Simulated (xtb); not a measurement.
Ge(F)3(OH) (F3GeHO), SMILES [OH][Ge]([F])([F])[F]. All values are semi-empirical tight-binding results from xtb (GFN2-xTB unless named), good for trends rather than for accurate numbers. Geometry optimised at GFN2-xTB. One conformer was computed; it need not be the lowest.

For metal compounds this method's bond lengths and energies can be far off.

Question: Estimate the properties. (The exact figures need the calculation; the answer reports its results.)

Answer: 
```json
{
 "point_group_as_xtb_finds_it": "Cs",
 "orbital_gap": "8.66 eV",
 "zero_point_energy": "11.0 kcal/mol",
 "G − E(el) at 298.15 K (modified RRHO)": "-9.0 kcal/mol"
}
```
